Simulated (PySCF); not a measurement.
## The third ionisation energy along the 4d series

All values are computed (PySCF 2.14, energy differences of UHF-based or UKS calculations, no spin-orbit coupling). Values in eV. The last column holds reference values (NIST; (s) semi-empirical, (t) theoretical, else measured). Unmarked ones compare directly (S terms, centres of terms, or small fine structure); those marked * lie between the lowest fine-structure levels and include a spin-orbit shift.

```csv
element,configurations,UHF,PBE0,r2SCAN,SCS-MP2 (valence),CCSD (valence),CCSD(T) (valence and next inner shell),reference
"Zr (ANO-RCC-VTZP, spin-free X2C)",[Kr] 4d2 → [Kr] 4d1,22.395,23.396,23.401,22.428,22.528,22.964,23.170 (s) *
"Nb (ANO-RCC-VTZP, spin-free X2C)",[Kr] 4d3 → [Kr] 4d2,24.286,25.478,25.529,24.391,24.667,25.057,25.04 (s) *
"Mo (ANO-RCC-VTZP, spin-free X2C)",[Kr] 4d4 → [Kr] 4d3,26.084,27.354,27.235,26.263,26.687,27.011,27.13 ± 0.12 (s) *
"Tc (ANO-RCC-VTZP, spin-free X2C)",[Kr] 4d5 → [Kr] 4d4,28.854,29.979,30.032,29.069,29.538,29.710,29.55 (s) *
"Ru (ANO-RCC-VTZP, spin-free X2C)",[Kr] 4d6 → [Kr] 4d5,26.560,28.445,28.231,28.026,27.790,27.909,28.47 (s) *
"Rh (ANO-RCC-VTZP, spin-free X2C)",[Kr] 4d7 → [Kr] 4d6,29.351,31.059,30.996,30.821,30.606,30.620,31.06 (s) *
"Pd (ANO-RCC-VTZP, spin-free X2C)",[Kr] 4d8 → [Kr] 4d7,31.222,33.078,33.108,32.842,32.677,32.698,32.93 (s) *
"Ag (ANO-RCC-VTZP, spin-free X2C)",[Kr] 4d9 → [Kr] 4d8,32.982,34.926,34.725,34.539,34.484,34.554,34.8 ± 0.3 (s) *
"Cd (ANO-RCC-VTZP, spin-free X2C)",[Kr] 4d10 → [Kr] 4d9,35.932,37.644,37.676,37.468,37.408,37.383,37.468 ± 0.006 *
```

"Valence" correlates the outer s and p shells and, in groups 3 to 12 and the f block, the outer d or f shell, open or full, or the next shell where the ion has no valence electron left; the wider scheme adds the next inner shell.
